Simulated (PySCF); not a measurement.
## Scandium: a sound run and one with changed settings

Sound run: Sc⁺ [Ar] 3d1 4s1, Sc²⁺ [Ar] 3d1. Calculation: PySCF 2.14, in jorge-DZP-DKH; scalar relativity by spin-free X2C-1e. The sound run starts from symmetry-adapted Hartree-Fock orbitals and uses a fine grid where one is needed.

Changed run: 6 angular points. This setting is unsound on purpose.

```
species  method  sound run (hartree)  changed run (hartree)  converged
    Sc⁺     UHF           -763.06641             -763.06641        yes
    Sc⁺   B3LYP           -763.95419             -763.70188        yes
    Sc⁺    BP86           -764.02460             -763.85780         no
   Sc²⁺     UHF           -762.61809             -762.61809        yes
   Sc²⁺   B3LYP           -763.47263             -763.16731        yes
   Sc²⁺    BP86           -763.54252             -763.24421        yes
```

Ionisation energy of Sc⁺:

```tsv
method	sound run (eV)	changed run (eV)
UHF	12.199	12.199
```

A coarse angular grid integrates products of high-l functions wrongly, so density functionals can shift, and the SCF can exploit the error; Hartree-Fock and MP2 need no grid.

For comparison, NIST gives 12.800 eV between the lowest levels.
